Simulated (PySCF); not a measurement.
C7H9O (doublet state).
Atom-mapped SMILES: `[O:1]=[C:2][C@:3]12[CH2:4][CH2:5][C@H:6]([CH2:7]1)[CH2:8]2` (hydrogens: H9, H10 on C4; H11, H12 on C5; H13 on C6; H14, H15 on C7; H16, H17 on C8)

Cartesian coordinates in Å at the GFN2-xTB level; atoms count from 1:
```xyz
17
C7H9O angstrom
O      2.990    0.906   -0.984
C      1.808    0.905   -1.151
C      0.684    0.349   -0.410
C     -0.596    1.190   -0.290
C     -1.488    0.169    0.452
C     -0.496   -0.990    0.555
C      0.781   -0.279    1.017
C      0.106   -1.014   -0.857
H     -0.426    2.098    0.286
H     -0.991    1.466   -1.266
H     -1.803    0.526    1.431
H     -2.375   -0.101   -0.120
H     -0.839   -1.902    1.036
H      1.639   -0.935    1.128
H      0.707    0.404    1.859
H     -0.578   -1.004   -1.702
H      0.870   -1.775   -0.993
```

The hyperfine couplings belong to this conformer and change with its torsions.

Method: UKS B3LYP, pcH-1 on C H O, non-relativistic, mean-field spin-orbit, GIAO (PySCF). Isolated species at its GFN2-xTB geometry (one conformer only). Couplings are sensitive to structure, and on GFN2-xTB geometries they can be far from those on DFT ones. Stability of the SCF solution: not tested.

Problem. The isotropic 13C couplings, averaged over equivalent nuclei, are +304.6, +136.3, +12.5, +2.3, -0.7 MHz. Assign them to C2; C3; C4; C6; C7/C8.

Solution. 
```json
{"site": "C2", "a_iso (MHz)": "+304.6", "ρ(0) (bohr⁻³)": "+0.2710", "position": "largest spin population", "distance from C2 (Å)": "0.00", "spin population": "+0.66", "largest |T| (MHz)": "102.3"}
{"site": "C3", "a_iso (MHz)": "+136.3", "ρ(0) (bohr⁻³)": "+0.1213", "position": "1 bond from C2", "distance from C2 (Å)": "1.46", "spin population": "+0.02", "largest |T| (MHz)": "24.6"}
{"site": "C4", "a_iso (MHz)": "+2.3", "ρ(0) (bohr⁻³)": "+0.0020", "position": "2 bonds from C2", "distance from C2 (Å)": "2.57", "spin population": "0.00", "largest |T| (MHz)": "1.7"}
{"site": "C6", "a_iso (MHz)": "-0.7", "ρ(0) (bohr⁻³)": "-0.0006", "position": "3 bonds from C2", "distance from C2 (Å)": "3.44", "spin population": "0.00", "largest |T| (MHz)": "1.0"}
{"site": "C7/C8", "a_iso (MHz)": "+12.5", "ρ(0) (bohr⁻³)": "+0.0111", "position": "2 bonds from C2", "distance from C2 (Å)": "2.63", "spin population": "+0.03", "largest |T| (MHz)": "7.0"}
```

ρ(0) is the spin density at the nucleus and T the dipolar tensor; entries for several nuclei are means. The largest Mulliken spin populations are on C2 (+0.66), O1 (+0.24) and C7 (+0.07).

Means are taken over nuclei equivalent by connectivity, which assumes that they swap fast. The 13C value of +12.5 MHz is a mean of couplings from -0.3 to 25.2 MHz in this one geometry, not an average over conformers.
